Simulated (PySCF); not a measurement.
A GIAO shielding run with PySCF 2.14.0 with density-fitted response routines (density fitting, non-relativistic, gas phase) on `[C@@H]1(C#N)[O+]([BH3-])C[C@@H](C)C1`, C6H12BNO:

```
$ OMP_NUM_THREADS=1 python probes_run.py task.json out

{"job": {"kind": "nmr", "xc": "PBE0", "basis": "pcSseg-1"}, "charge": 0, "multiplicity": 1}
B     -2.182496    -1.475383    -0.199846
O     -0.981876    -0.557983     0.439017
C      0.372663    -1.011181     0.219224
C      1.212123     0.254423     0.195638
C      2.531216     0.102161    -0.538083
C      0.232461     1.243479    -0.435950
C     -1.088037     0.860808     0.221980
C     -1.293808     1.525630     1.513569
N     -1.427730     2.084457     2.516822
H     -2.070189    -1.280868    -1.407407
H     -3.190451    -1.008775     0.300781
H     -1.895811    -2.602341     0.161576
H      0.617821    -1.715590     1.024024
H      0.391139    -1.536593    -0.749155
H      1.405384     0.571561     1.235369
H      3.092284     1.047910    -0.535444
H      3.165806    -0.661160    -0.063518
H      2.370170    -0.195089    -1.586462
H      0.495653     2.297087    -0.273996
H      0.153541     1.061811    -1.519440
H     -1.968109     1.027280    -0.415651
```

Hardware: 1 thread of an Arm Neoverse V1, shared host. The job also computes population analyses, field gradients, ring-centre shieldings.

Task: How large is the calculation?

Result: 68 electrons, 213 basis functions and 1091 auxiliary functions.

Task: How long does it take, and how much memory does it need?

Result: 53 s of wall time, with 14 SCF cycles and 5 response iterations; peak memory 1 GiB. Times on a shared host scatter by some tens of per cent.

Task: And these other runs on the same molecule and hardware: GIAO shielding at PBE/pcSseg-1?

Result: PBE/pcSseg-1: 213 functions, 61 s.
